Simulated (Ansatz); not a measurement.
Stepwise reaction of `[NH2][Ga]([F])[F]` with hydrogen chloride, as a gas-phase model of exchange steps in deposition or etching. ΔE in kJ/mol; ΔG adds harmonic PBE0-D4 terms to CCSD(T)/CBS, at 1 bar.

Gas-phase electronic energies from Ansatz, PBE0-D4/def2-TZVP geometries. CCSD(T)/CBS adds triple-zeta CCSD(T) − MP2 to the extrapolated MP2 energy (def2 sets, frozen cores). This one scheme is used for every species. Functionals use def2-TZVPP. B3LYP here is the variant with VWN-RPA as its local correlation; programs differ in this. For Ga outer-core shells are correlated without core-valence functions, which leaves a few kJ/mol of doubt a bond. Scalar relativity is left out up to krypton. One conformer a species, not always the lowest.

```csv
step,reaction,PBE-D4,B3LYP-D4,ωB97M-V,CCSD(T)/CBS,ΔG(600 K)
1,`[NH2][Ga]([F])[F]` + HCl → `[NH2][Ga]([F])[Cl]` + H–F,-34.8,-33.1,-34.2,-39.0,-34.0
2,`[NH2][Ga]([F])[Cl]` + HCl → `[NH2][Ga]([Cl])[Cl]` + H–F,-33.5,-32.0,-32.9,-38.4,-33.4
```

Q: By hand: ΔE of the 2 steps together at CCSD(T)/CBS.

A: (-39.0) + (-38.4) = -77.4 kJ/mol, or -38.7 kJ/mol a step.

In ΔE the steps differ by no more than 0.6 kJ/mol. All are downhill at CCSD(T)/CBS. ΔG lies between -34.0 and -33.4 kJ/mol a step. PBE-D4 differs from CCSD(T)/CBS by 4.2 to 4.9 kJ/mol a step. Isolated molecules leave out the surface, adducts and barriers. Largest T1 diagnostic: 0.014.
